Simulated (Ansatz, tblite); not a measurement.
Forces on `C[Si](C)(C)C#Cc1ccc(-c2ccc(-c3ccc(C#C[Si](C)(C)C)cc3)cc2)cc1` at its PBE-D4/def2-SVP geometry. The state is a singlet with charge 0.

The xTB rows come from tblite. Single mean-field runs in def2-TZVP are fitted with def2-universal-jkfit.

GFN2-xTB (tblite), largest force 2.70 eV/Å:

```xyz
60
positions Å, forces eV/Å
C     1.938    8.382    6.895   -0.278    0.733   -0.185
Si    2.608    6.678    7.366   -0.045   -0.119   -0.128
C     4.495    6.723    7.497    0.798    0.031    0.070
C     1.851    6.100    9.000   -0.312   -0.231    0.700
C     2.139    5.478    6.042   -0.685   -1.757   -1.932
C     1.825    4.674    5.157    0.456    1.167    1.285
C     1.464    3.748    4.136   -0.139   -0.372   -0.417
C     0.663    4.151    3.036    0.124   -0.277    0.133
C     0.313    3.241    2.038    0.113   -0.099    0.222
C     0.740    1.892    2.088    0.117    0.302    0.332
C     0.364    0.930    1.027   -0.114   -0.292   -0.322
C     0.207    1.343   -0.316   -0.023   -0.266    0.053
C    -0.145    0.435   -1.318    0.010   -0.076    0.262
C    -0.363   -0.931   -1.027    0.115    0.291    0.321
C    -0.738   -1.893   -2.088   -0.118   -0.301   -0.332
C    -1.588   -2.992   -1.813    0.061    0.064   -0.252
C    -1.946   -3.901   -2.810    0.168    0.219   -0.183
C    -1.464   -3.749   -4.135    0.146    0.374    0.412
C    -1.826   -4.674   -5.156   -0.452   -1.163   -1.287
C    -2.139   -5.477   -6.043    0.684    1.751    1.938
Si   -2.610   -6.677   -7.367    0.047    0.115    0.130
C    -1.398   -8.129   -7.324    0.504   -0.622    0.004
C    -2.520   -5.794   -9.037    0.034    0.359   -0.719
C    -4.370   -7.280   -7.031   -0.747   -0.268    0.128
C    -0.612   -2.650   -4.416   -0.140   -0.150    0.260
C    -0.261   -1.746   -3.412   -0.125   -0.224    0.075
C    -0.208   -1.344    0.317    0.060    0.259   -0.060
C     0.149   -0.437    1.318   -0.049    0.084   -0.255
C     1.538    1.495    3.187   -0.050    0.258   -0.044
C     1.896    2.398    4.190   -0.159    0.206   -0.205
H     2.201    9.132    7.670   -0.229   -0.399   -0.571
H     2.362    8.723    5.928   -0.325   -0.137    0.637
H     0.834    8.361    6.796    0.718    0.109    0.045
H     4.813    7.435    8.287   -0.087   -0.491   -0.540
H     4.899    5.723    7.752   -0.174    0.688   -0.164
H     4.952    7.043    6.539   -0.209   -0.213    0.663
H     2.221    5.092    9.275   -0.293    0.660   -0.097
H     2.114    6.800    9.820   -0.238   -0.528   -0.454
H     0.745    6.050    8.930    0.714    0.005    0.139
H     0.313    5.193    2.984    0.211   -0.602    0.024
H    -0.331    3.575    1.211    0.388   -0.195    0.500
H     0.384    2.396   -0.584   -0.099   -0.633    0.147
H    -0.274    0.797   -2.349    0.071   -0.204    0.621
H    -1.998   -3.118   -0.800    0.243    0.071   -0.612
H    -2.616   -4.742   -2.578    0.396    0.483   -0.131
H    -1.653   -8.871   -8.109    0.264    0.413    0.549
H    -0.359   -7.784   -7.499   -0.644   -0.316    0.119
H    -1.427   -8.641   -6.341    0.084    0.269   -0.671
H    -2.796   -6.487   -9.859    0.198    0.543    0.452
H    -1.495   -5.419   -9.233   -0.696   -0.211    0.041
H    -3.213   -4.929   -9.067    0.476   -0.545   -0.072
H    -4.688   -8.006   -7.808    0.095    0.462    0.562
H    -5.088   -6.435   -7.035    0.393   -0.612    0.018
H    -4.437   -7.780   -6.044   -0.051    0.306   -0.659
H    -0.221   -2.524   -5.436   -0.234   -0.066    0.590
H     0.423   -0.918   -3.652   -0.410   -0.501    0.138
H    -0.351   -2.403    0.578    0.097    0.634   -0.147
H     0.245   -0.791    2.355   -0.069    0.203   -0.622
H     1.909    0.460    3.241   -0.218    0.625   -0.028
H     2.526    2.072    5.030   -0.374    0.185   -0.483
```

LDA (SPW92)/def2-TZVP (Ansatz), largest force 0.84 eV/Å:

```
C 0.103 -0.282 0.064
Si 0.013 0.031 0.037
C -0.305 -0.016 -0.031
C 0.118 0.084 -0.271
C -0.214 -0.544 -0.600
C 0.160 0.408 0.448
C -0.044 -0.131 -0.152
C 0.211 -0.608 0.060
C 0.385 -0.231 0.465
C 0.056 0.147 0.161
C -0.054 -0.138 -0.152
C -0.103 -0.597 0.186
C 0.074 -0.240 0.583
C 0.056 0.138 0.152
C -0.057 -0.146 -0.161
C 0.266 0.104 -0.579
C 0.390 0.489 -0.164
C 0.051 0.133 0.147
C -0.154 -0.405 -0.451
C 0.206 0.544 0.602
Si -0.012 -0.033 -0.035
C -0.190 0.241 0.002
C -0.010 -0.131 0.277
C 0.285 0.106 -0.043
C -0.237 -0.101 0.592
C -0.410 -0.467 0.177
C 0.067 0.604 -0.180
C -0.040 0.233 -0.588
C -0.242 0.595 -0.063
C -0.372 0.218 -0.483
H -0.043 -0.173 -0.148
H -0.076 -0.090 0.200
H 0.230 -0.017 0.026
H -0.089 -0.143 -0.159
H -0.105 0.201 -0.053
H -0.116 -0.065 0.191
H -0.065 0.210 -0.076
H -0.042 -0.132 -0.186
H 0.232 0.017 -0.007
H 0.073 -0.190 0.028
H 0.105 -0.085 0.116
H -0.022 -0.150 0.075
H 0.015 -0.088 0.143
H 0.084 0.049 -0.150
H 0.125 0.151 -0.062
H 0.034 0.167 0.156
H -0.224 -0.051 0.035
H -0.009 0.122 -0.198
H 0.054 0.126 0.187
H -0.207 -0.087 0.060
H 0.138 -0.185 0.028
H 0.087 0.153 0.150
H 0.166 -0.162 -0.003
H 0.036 0.108 -0.203
H -0.082 -0.040 0.185
H -0.110 -0.120 0.072
H 0.010 0.152 -0.073
H -0.002 0.086 -0.146
H -0.076 0.157 -0.040
H -0.117 0.079 -0.149
```

PBE-D4/def2-TZVP (Ansatz), largest force 0.68 eV/Å:

```
C -0.050 0.109 -0.043
Si -0.012 -0.034 -0.035
C 0.127 -0.004 0.000
C -0.055 -0.047 0.104
C -0.173 -0.439 -0.485
C 0.163 0.416 0.458
C -0.028 -0.089 -0.105
C 0.016 -0.043 0.018
C 0.030 -0.025 0.036
C 0.040 0.106 0.116
C -0.037 -0.097 -0.106
C -0.005 -0.045 0.009
C 0.002 -0.013 0.045
C 0.039 0.096 0.106
C -0.041 -0.105 -0.116
C 0.023 0.014 -0.045
C 0.027 0.033 -0.024
C 0.035 0.091 0.100
C -0.158 -0.414 -0.460
C 0.167 0.440 0.487
Si 0.013 0.031 0.036
C 0.086 -0.092 0.011
C 0.009 0.069 -0.106
C -0.119 -0.033 0.032
C -0.020 -0.019 0.040
C -0.033 -0.036 0.020
C 0.008 0.044 -0.010
C -0.007 0.014 -0.044
C -0.020 0.047 -0.011
C -0.030 0.027 -0.029
H -0.070 -0.192 -0.203
H -0.112 -0.088 0.256
H 0.292 0.007 0.027
H -0.078 -0.186 -0.206
H -0.106 0.265 -0.066
H -0.120 -0.084 0.255
H -0.098 0.267 -0.071
H -0.070 -0.184 -0.210
H 0.292 0.014 0.020
H 0.101 -0.293 0.021
H 0.175 -0.098 0.231
H -0.043 -0.284 0.074
H 0.030 -0.100 0.278
H 0.111 0.042 -0.283
H 0.188 0.236 -0.072
H 0.070 0.190 0.205
H -0.274 -0.093 0.045
H 0.008 0.134 -0.261
H 0.073 0.183 0.210
H -0.271 -0.100 0.050
H 0.183 -0.230 0.006
H 0.079 0.188 0.203
H 0.188 -0.225 0.000
H 0.017 0.131 -0.262
H -0.113 -0.041 0.286
H -0.185 -0.233 0.072
H 0.042 0.284 -0.074
H -0.029 0.099 -0.278
H -0.099 0.289 -0.023
H -0.177 0.098 -0.235
```
